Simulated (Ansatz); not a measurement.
Species: NO (charge 0, quartet). The spin state was set by rule; other spins were not relaxed. 
Geometry from a B3LYP-D3(BJ)/def2-TZVP (Ansatz, a program for electronic structure) optimisation:
```
N
O 1 1.4200
```
Charge 0, spin multiplicity 4.

Parts of the frozen-core correlation energy in cc-pVDZ (Ansatz, hartree). Frozen orbitals: 2; correlated occupied orbitals by spin: 7 and 4; virtual: 19 and 22. Open shells are spin-unrestricted. No spin-orbit coupling. No relativistic terms.

| term | value |
|---|---|
| reference (HF) | -129.15884 |
| MP2 opposite-spin | -0.17566 |
| MP2 same-spin | [?] |
| CCSD correlation | [?] |
| (T) | [?] |
| CCSDT minus CCSD(T) | -0.00108 |
| CCSDT(Q) minus CCSD(T) | -0.00173 |
| T1 diagnostic | 0.027 |
| largest doubles amplitude | 0.083 |
| <S^2> of the reference | 3.774 |

Fill in the missing entries.


- MP2 same-spin, value: -0.06176
- CCSD correlation, value: -0.26704
- (T), value: -0.00633
